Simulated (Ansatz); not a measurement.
Basis-set extrapolation for AlBH8SSi2 (PBE0-D4/def2-TZVP geometry, frozen core, the Gaussian-basis code of Ansatz). Multiplicity 1, RHF reference.

```
                       def2-TZVPP    def2-QZVPP
                 HF  -1246.697317  -1246.734060
    MP2 correlation     -0.629601     -0.675786
CCSD(T) correlation     -0.741742       not run
```

Energies in hartree. Use E(X) = E(∞) + A·exp(−7.88·√X) for Hartree–Fock and E(X) = E(∞) + B·X^(−2.97) for correlation, with X = 3 and 4, and add CCSD(T) minus MP2 of the smaller set to the MP2 limit.

Question: What is the CCSD(T) energy at the basis-set limit?

Answer: HF limit: -1246.734060 + (-0.036743) × 0.13774 = -1246.73912. MP2 limit: -0.675786 + (-0.046185) × 0.74074 = -0.71000. Higher-order term: -0.741742 − (-0.629601) = -0.11214. Total: -1247.56126 hartree, 320.8 kJ/mol below CCSD(T)/def2-TZVPP.
